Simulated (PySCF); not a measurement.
Radial density of I (iodine, neutral)

UHF, [Kr] 4d10 5s1 5p6, 2S determinant (an excited configuration). Calculation: PySCF 2.14, in x2c-TZVPPall with one added diffuse shell each of s, p, d, f type (9s7p5d3f, 76 functions); the spin-free X2C one-electron Hamiltonian (Gaussian nucleus).

| r (bohr) | 4πr²ρ (e/bohr) | 4πr²(ρα − ρβ) |
| --- | --- | --- |
| 0.0248 | 65.82 | 0.0074 |
| 0.0417 | 60.55 | 0.0114 |
| 0.0701 | 84.92 | 0.0394 |
| 0.118 | 74.97 | -0.0067 |
| 0.198 | 69.02 | 0.0575 |
| 0.334 | 54.12 | 0.0074 |
| 0.561 | 24.98 | 0.1850 |
| 0.944 | 20.08 | -0.0140 |
| 1.59 | 5.146 | 0.9003 |
| 2.67 | 2.544 | 0.2556 |
| 4.49 | 0.3408 | -0.0623 |
| 7.56 | 0.002778 | -0.0023 |

Densities and radii are taken from the X2C orbitals without a picture-change correction, which distorts them close to the nucleus.

(1) Where is the radial spin density 4πr²(ρα − ρβ) most negative, and why is it negative at all?

## Answers

(1) Around r = 4.49 bohr, down to -0.0623 e/bohr: exchange with the open shell polarises the paired shells in an unrestricted calculation.
